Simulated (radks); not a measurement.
The numbers below are computed, except where a source is named.
Initial-state core-level shifts of the cerium ion Ce+ when its valence configuration changes from [Xe] 4f1 5d2. Code: a radial shooting solver on a logarithmic mesh with Libxc functionals. Model: scalar-relativistic Kohn-Sham, r2SCAN, spin-polarised, spherical densities, finite nucleus; open shells are filled with parallel spins first (spin-orbit coupling, left out, can overturn this in heavy ions); meta-GGA in the generalised Kohn-Sham scheme; Fermi nuclear charge, rms radius 4.8771 fm. Shifts are changes of the shell-averaged eigenvalues in eV (positive: less bound); the change of the density at the nucleus, which sets a Mossbauer isomer shift, is in e/bohr^3, on a base of 3.975e+05.

| valence | 1s | 2s | 3s | 3d | density at nucleus |
|---|---|---|---|---|---|
| 5d2 6p1 | -10.725 | -11.565 | -12.800 | -12.685 | +27.31 |
| 4f1 5d1 6p1 | -3.328 | -3.409 | -3.378 | -3.386 | +3.33 |
| 5d1 6p2 | -14.327 | -15.287 | -16.496 | -16.391 | +32.46 |
| 5d2 6s1 | -9.649 | -10.503 | -11.730 | -11.615 | +53.26 |
| 4f2 5d1 | +5.809 | +6.375 | +7.335 | +7.239 | -18.27 |
| 4f1 6p2 | -6.641 | -6.824 | -6.750 | -6.770 | +7.99 |
| 4f1 5d1 6s1 | -2.231 | -2.322 | -2.289 | -2.298 | +25.66 |
| 5d3 | -7.099 | -7.843 | -9.091 | -8.969 | +23.37 |
| 4f0.5 6s0.5 6p2 | -11.610 | -12.232 | -12.752 | -12.718 | +34.58 |
